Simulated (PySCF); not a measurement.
## Working out the excitation energy of Cl²⁺

Cl²⁺ [Ne] 3s2 3p3 (4S) → Cl²⁺ [Ne] 3s1 3p4 (4P). Computed with PySCF 2.14 in x2c-TZVPPall (5s5p3d1f, 42 functions), with the spin-free X2C one-electron Hamiltonian (Gaussian nucleus). Frozen: 1s2. Energies in hartree (1 hartree = 27.21139 eV):

```
             part  Cl²⁺ (lower)  Cl²⁺ (upper)
              UHF   -459.626124   -459.147302
MP2 opposite-spin     -0.182550     -0.183840
    MP2 same-spin     -0.076248     -0.075103
```

Task: What does Hartree-Fock give?

Result: (-459.147302) − (-459.626124) = 0.478822 hartree = 13.029 eV.

Task: What do MP2 and SCS-MP2 (6/5 opposite-spin, 1/3 same-spin) give?

Result: The opposite-spin parts differ by -0.035 eV and the same-spin parts by 0.031 eV. MP2: 13.029 + (-0.035) + (0.031) = 13.025 eV. SCS-MP2: 13.029 + 1.2 × (-0.035) + (0.031)/3 = 12.997 eV.
